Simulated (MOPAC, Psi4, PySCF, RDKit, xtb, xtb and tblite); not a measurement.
Torsional profile of SMILES SC[SiH2][SeH]. Scanned: dihedral H5–S1–C2–Si3; all other coordinates were relaxed at B3LYP-D3(BJ)/def2-SVP. Points at φ and −φ are mirror images.

Geometry of the scan point at 120° (Å):
```
10

S      2.1765    -3.7289     0.8704
C      0.3872    -3.7010     0.3991
Si    -0.5456    -2.5609     1.5828
Se    -2.6997    -2.4069     0.7595
H      2.2646    -5.0547     1.1174
H      0.2948    -3.3674    -0.6459
H     -0.0245    -4.7184     0.4559
H      0.1049    -1.2218     1.6157
H     -0.5378    -3.1423     2.9531
H     -3.1464    -1.5228     1.8542
```

Levels of theory: GFN2-xTB, on its own relaxed geometries (the stored frames are those of B3LYP-D3(BJ)/def2-SVP) (xtb and tblite); B3LYP/def2-TZVP // B3LYP-D3(BJ)/def2-SVP (Psi4); B3LYP-D3(BJ)/def2-TZVP // B3LYP-D3(BJ)/def2-SVP (Psi4); PBE/def2-TZVP // B3LYP-D3(BJ)/def2-SVP (Psi4); PBE-D3(BJ)/def2-TZVP // B3LYP-D3(BJ)/def2-SVP (Psi4); wB97X-D/def2-TZVP // B3LYP-D3(BJ)/def2-SVP (Psi4); MP2/cc-pVTZ = DF-MP2 (frozen core)/cc-pVTZ // B3LYP-D3(BJ)/def2-SVP in Psi4 1.11; HF/cc-pVTZ // B3LYP-D3(BJ)/def2-SVP (Psi4); UFF // B3LYP-D3(BJ)/def2-SVP (RDKit); AM1, restricted, heats of formation // B3LYP-D3(BJ)/def2-SVP (MOPAC); PM6, restricted, heats of formation // B3LYP-D3(BJ)/def2-SVP (MOPAC); GFN1-xTB // B3LYP-D3(BJ)/def2-SVP (xtb); RKS-B3LYP/6-31G* = restricted B3LYP/6-31G*, spherical d, density fitting // B3LYP-D3(BJ)/def2-SVP in PySCF; RKS-BP86/6-31G* = restricted BP86/6-31G*, spherical d, density fitting // B3LYP-D3(BJ)/def2-SVP in PySCF; RHF/3-21G = restricted Hartree-Fock/3-21G // B3LYP-D3(BJ)/def2-SVP (PySCF 2.14.0); RHF/STO-3G = restricted Hartree-Fock/STO-3G // B3LYP-D3(BJ)/def2-SVP (PySCF 2.14.0).

Least-squares fit of E(φ) = a0 + Σ (a_n cos nφ + b_n sin nφ), n = 1 to 4, to the 12 scan points, in kJ/mol above the lowest point of each profile (levels whose profile four harmonics don't fit are not listed):

| method | a0 | a1 | b1 | a2 | b2 | a3 | b3 | a4 | b4 | rms of fit |
|---|---|---|---|---|---|---|---|---|---|---|
| GFN2-xTB | 3.03 | -0.51 | 0.00 | 0.86 | 0.00 | 2.33 | 0.00 | -0.01 | 0.00 | 0.05 |
| B3LYP/def2-TZVP | 3.62 | -1.85 | 0.00 | 1.01 | 0.00 | 2.09 | 0.00 | 0.31 | 0.00 | 0.14 |
| B3LYP-D3(BJ)/def2-TZVP | 3.86 | -2.31 | 0.00 | 0.89 | 0.00 | 2.14 | 0.00 | 0.34 | 0.00 | 0.14 |
| PBE/def2-TZVP | 3.97 | -2.38 | 0.00 | 1.14 | 0.00 | 2.10 | 0.00 | 0.41 | 0.00 | 0.16 |
| PBE-D3(BJ)/def2-TZVP | 4.11 | -2.65 | 0.00 | 1.08 | 0.00 | 2.13 | 0.00 | 0.42 | 0.00 | 0.16 |
| wB97X-D/def2-TZVP | 3.57 | -1.91 | 0.00 | 0.64 | 0.00 | 2.17 | 0.00 | 0.34 | 0.00 | 0.14 |
| MP2/cc-pVTZ | 3.69 | -2.00 | 0.00 | 0.52 | 0.00 | 2.33 | 0.00 | 0.36 | 0.00 | 0.16 |
| HF/cc-pVTZ | 3.25 | -0.96 | 0.00 | 0.65 | 0.00 | 2.29 | 0.00 | 0.20 | 0.00 | 0.14 |
| UFF | 4.05 | 1.82 | 0.00 | 1.07 | 0.00 | 3.02 | 0.00 | -0.10 | 0.00 | 0.11 |
| AM1 | 2.86 | 4.17 | 0.00 | 2.66 | 0.00 | 1.04 | 0.00 | -0.08 | 0.00 | 0.12 |
| PM6 | 2.46 | 1.32 | 0.00 | 2.15 | 0.00 | 0.49 | 0.00 | -0.29 | 0.00 | 0.08 |
| GFN1-xTB | 3.29 | -2.99 | 0.00 | 1.70 | 0.00 | 0.91 | 0.00 | -0.23 | 0.00 | 0.22 |
| RKS-B3LYP/6-31G* | 3.91 | -1.01 | 0.00 | 1.71 | 0.00 | 2.41 | 0.00 | 0.48 | 0.00 | 0.17 |
| RKS-BP86/6-31G* | 4.31 | -1.48 | 0.00 | 2.06 | 0.00 | 2.42 | 0.00 | 0.54 | 0.00 | 0.20 |
| RHF/3-21G | 2.81 | 2.26 | 0.00 | 2.95 | 0.00 | 2.13 | 0.00 | 0.13 | 0.00 | 0.10 |
| RHF/STO-3G | 4.84 | 1.00 | 0.00 | -0.51 | 0.00 | 3.15 | 0.00 | -0.16 | 0.00 | 0.06 |
